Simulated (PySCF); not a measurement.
# What settings do to a single point of [Ta(SH)4]+

The sound run of [Ta(SH)4]+ (singlet; a saddle point, relaxed within its symmetry) uses PySCF 2.14.0, RKS PBE0, Ta def2-SVP with ECP60, S def2-SVP, H def2-SVP; non-relativistic Hamiltonian with scalar-relativistic core potentials where named; density fitting; no spin-orbit coupling, grid (50, 194), threshold 1e-8 Eh and 55 cycles, at the relaxed geometry:

```xyz
9

Ta    0.0000    0.0000    0.0018
S     2.2375    0.4235    0.6607
H     2.6262   -0.6866    1.3315
S    -0.4235    2.2375    0.6607
H     0.6866    2.6262    1.3315
S    -2.2375   -0.4235    0.6607
H    -2.6262    0.6866    1.3315
S     0.4235   -2.2375    0.6607
H    -0.6866   -2.6262    1.3315
```

There Ta1 has a Mulliken charge of 0.84 e and the dipole about the centre of mass is 0.08 D. Each run below changes one thing and starts from free metal ions and neutral atoms unless it says otherwise; with 55 cycles, smearing, a level shift and second-order steps follow where DIIS fails, and their cycles count. Energy shifts count from the sound run.

```csv
change,outcome,cycles,energy shift (eV),largest force component (eV/Å),charge on Ta1 (e),dipole about the centre of mass (D)
"grid (30, 86)",converged,10,0.0333,0.10,0.84,0.08
threshold 1e-05,converged,7,0.0000,0.01,0.84,0.09
"spin (2S) set to 3, limit 79 cycles",refused,–,–,–,–,–
all coordinates × 0.94,converged,9,1.29,4.11,0.75,0.05
start from a density of up to 30 smeared cycles (not counted),converged,9,0.0000,0.01,0.84,0.09
```

(1) How does the run with this change end: charge changed by -3, spin kept, limit 58 cycles?

Forces carry noise of the integration grid, about 0.01 to 0.03 eV/Å.

Results:

(1) outcome refused.
